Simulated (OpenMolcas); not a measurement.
# Br V: effect of the basis set

```json
{
  "Program": "OpenMolcas",
  "Method": "RASSCF",
  "Active space": "1 electron in 9 orbitals (RAS2 4p; RAS3 4d 5s, at most 1 electron)",
  "State averaging": "2S+1 = 2 odd, 3 roots; 2S+1 = 2 even, 6 roots",
  "Spin-orbit coupling": "RASSI with atomic mean-field integrals over the reference wave functions, term energies averaged over their components"
}
```

A. ANO-RCC-VQZP [7s6p4d2f1g], DKH2, point nucleus; cost about 10 core-seconds
B. ANO-R3 [7s6p5d4f2g], X2C, finite nucleus; cost of the order of 14 core-seconds
C. ANO-RCC [9s8p6d4f2g], DKH2, point nucleus; cost roughly 22 core-seconds

Energies in cm⁻¹ above 4s² 4p ²P°_1/2, the measured ground level; measured values from Moore, Atomic Energy Levels, vol. II, NSRDS-NBS 35 (1971 reprint of NBS Circular 467, 1952).

```json
{"Level": "4s² 4p ²P°_1/2", "A": "0.0", "B": "0.0", "C": "0.0", "Measured": "0.0"}
{"Level": "4s² 4p ²P°_3/2", "A": "5506", "B": "5492", "C": "5576", "Measured": "6090"}
{"Level": "4s² 4d ²D_3/2", "A": "182430", "B": "184187", "C": "182125", "Measured": "187970"}
{"Level": "4s² 4d ²D_5/2", "A": "182885", "B": "184752", "C": "182626", "Measured": "188592"}
{"Level": "4s² 5s ²S_1/2", "A": "211947", "B": "216560", "C": "211710", "Measured": "213510"}
```

Deviations, from unrounded energies. A percentage is the sum of absolute deviations over the sum of measured energies, with the sign that they share, or ± where signs differ.

| Against measurement | Levels | A | B | C |
| --- | --- | --- | --- | --- |
| mean absolute deviation (cm-1) | 4 | 3300 | 2800 | 3500 |
| fine structure of the ground term (%) | 1 | -9.6 | -9.8 | -8.4 |
| other configurations (%) | 3 | -2.2 | ±1.8 | -2.3 |

B lies closest to measurement on these levels and C furthest from it. The largest miss of B in the table is 4s² 4d ²D_5/2, by -3800 cm-1. The ranking rests on the paired levels alone, and a cruder setting can come out closer through cancelling errors.

Among A to C the level of the table that moves most is 4s² 5s ²S_1/2, by 4900 cm-1 (lowest in C, highest in B).

ANO sets are built for valence states and can reach diffuse excited orbitals poorly, and with the s shell closed the s pⁿ⁺¹ terms that mix with these levels are absent. With one active electron the reference holds no correlation, so core polarisation is missing. Computed and measured levels are paired by configuration, term and J; levels that our copy of the source lacks, or whose pairing is in doubt (as where it misses far off the trend of its configuration), stay unpaired and out of the deviations. Levels of configurations outside the active space are missing.

° marks odd parity.
